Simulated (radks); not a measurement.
The numbers below are computed, except where a source is named.
All-electron atom: Er I in [Kr] 4d10 4f12 5s1 5p6 6s2 5f1 (not the ground configuration). Level of theory: Dirac Kohn-Sham, LDA (Slater exchange, Perdew-Wang correlation), spin-unpolarised, spherical densities, finite nucleus; open shells are shared between the two j in proportion to 2j + 1; Fermi nuclear charge, rms radius 5.2516 fm (a radial shooting solver on a logarithmic mesh with Libxc functionals).

Unscreened Slater integrals over Kohn-Sham orbitals (hartree). Large and small components are both included.

\begin{tabular}{lr}
integral & value \\ \hline
F0(5f7/2,5f7/2) & 0.053887 \\
F2(5f7/2,5f7/2) & 0.030351 \\
F4(5f7/2,5f7/2) & 0.020415 \\
F6(5f7/2,5f7/2) & 0.015171 \\
F0(5f7/2,5f5/2) & 0.053892 \\
F2(5f7/2,5f5/2) & 0.030350 \\
F4(5f7/2,5f5/2) & 0.020414 \\
G2(5f7/2,5f5/2) & 0.030350 \\
G4(5f7/2,5f5/2) & 0.020414 \\
G6(5f7/2,5f5/2) & 0.015170 \\
F0(5f7/2,6s1/2) & 0.067225 \\
G3(5f7/2,6s1/2) & 0.00081288 \\
F0(5f7/2,4f7/2) & 0.067360 \\
F2(5f7/2,4f7/2) & 0.00048599 \\
F4(5f7/2,4f7/2) & 4.9208e-05 \\
F6(5f7/2,4f7/2) & 2.4149e-05 \\
G0(5f7/2,4f7/2) & 5.0311e-05 \\
G2(5f7/2,4f7/2) & 3.9836e-05 \\
G4(5f7/2,4f7/2) & 2.6747e-05 \\
G6(5f7/2,4f7/2) & 1.9617e-05 \\
F0(5f5/2,5f5/2) & 0.053898 \\
F2(5f5/2,5f5/2) & 0.030349 \\
F4(5f5/2,5f5/2) & 0.020413 \\
F0(5f5/2,6s1/2) & 0.067250 \\
G3(5f5/2,6s1/2) & 0.00082093 \\
F0(5f5/2,4f7/2) & 0.067381 \\
F2(5f5/2,4f7/2) & 0.00048308 \\
F4(5f5/2,4f7/2) & 4.6641e-05 \\
G2(5f5/2,4f7/2) & 3.5452e-05 \\
G4(5f5/2,4f7/2) & 2.3914e-05 \\
G6(5f5/2,4f7/2) & 1.7562e-05 \\
F0(6s1/2,6s1/2) & 0.26801 \\
F0(6s1/2,4f7/2) & 0.34890 \\
G3(6s1/2,4f7/2) & 0.013676 \\
F0(4f7/2,4f7/2) & 1.1676 \\
F2(4f7/2,4f7/2) & 0.54082 \\
F4(4f7/2,4f7/2) & 0.33662 \\
F6(4f7/2,4f7/2) & 0.24143 \\
\end{tabular}
